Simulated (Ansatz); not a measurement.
Species: CH$_{3}$I$_{3}$Si (charge 0, singlet). 
Geometry from a B3LYP-D3(BJ)/def2-TZVP (Ansatz, a quantum-chemistry and plane-wave program) optimisation:
SMILES: [Si](I)(C)(I)I
```xyz
8

C     -2.4662     0.2494     0.0733
Si    -0.6163     0.0623     0.0183
I      0.4115     2.2215    -0.5410
I      0.1993    -0.6858     2.2107
I     -0.0086    -1.5967    -1.6876
H     -2.7381     0.9857     0.8303
H     -2.8304     0.5815    -0.8995
H     -2.9245    -0.7086     0.3215
```

Basis-set convergence of Hartree-Fock and CCSD correlation energies (hartree) with Ansatz. Valence correlation only, unless marked. No spin-orbit coupling. Frozen are the shells of the preceding noble gas and the d and f shells that filled before the atom's block. Past Kr the def2 sets carry scalar-relativistic core potentials.

| basis | functions | E(HF) | E(corr, CCSD) |
|---|---|---|---|
| def2-SVP | 125 | -1218.51856 | -0.57445 |
| def2-TZVPP | 265 | -1218.69864 | -0.76048 |
| def2-QZVPP | 463 | -1218.71271 | -0.83538 |

Extrapolating the two largest sets (X = 3 and 4) as X^-3: E(corr) = (64·(-0.83538) - 27·(-0.76048))/37 = -0.8900 Eh, an estimate of the basis-set limit. The largest set recovers 93.9 % of it, the smallest 64.5 %.
